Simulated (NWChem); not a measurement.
Species: C₃H₃Cl; SMILES ClC=C=C

Program: NWChem. Pople sets run with spherical d functions. Coordinates come from a PBE0/def2-SVP optimisation. Ions are spin-unrestricted doublets at the neutral geometry; other ion states weren't tried.

Problem. Among these, which level gives the lowest value of “−ε(HOMO) (eV)”?
A) B3LYP/6-31G*
B) PBE/6-31G*
C) M06-2X/6-31G*
D) Hartree-Fock/6-31G*

Solution. B, PBE/6-31G*. Values: PBE/6-31G* 5.96; B3LYP/6-31G* 6.92; M06-2X/6-31G* 8.40; Hartree-Fock/6-31G* 9.91
